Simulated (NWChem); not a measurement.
System: C₂H₄O₂Si; SMILES [SiH2]1C(=O)OC1

Here is an NWChem input.

```
start job
memory heap 200 mb stack 900 mb global 1100 mb
geometry units angstroms noautoz
  O      0.532373    -2.028902     0.000000
  C      0.160646    -0.888886     0.000000
  O     -1.177453    -0.506466     0.000000
  C     -1.141804     0.960861     0.000000
  Si     0.775529     0.972291     0.000000
  H     -1.652873     1.349802    -0.903838
  H     -1.652873     1.349802     0.903838
  H      1.469851     1.475684     1.232801
  H      1.469851     1.475684    -1.232801
end
basis spherical
  * library 6-31+g*
end
dft
  xc pbe0
  iterations 150
  mulliken
end
task dft energy
```

Structure relaxed at the PBE-D3(BJ)/def2-SVP level.

Question: Predict the main results of this run. (PBE0/6-31+G* (spherical d).) Quantities: basis functions; energy (Ha); highest occupied level (eV); orbital gap (eV); dipole (D).

Answer: 
```
Quantity                       Value
---------------------------  -------
number of basis functions        102
energy (Ha)                  -518.14
highest occupied level (eV)    -7.77
orbital gap (eV)                6.83
dipole (D)                      4.61
```
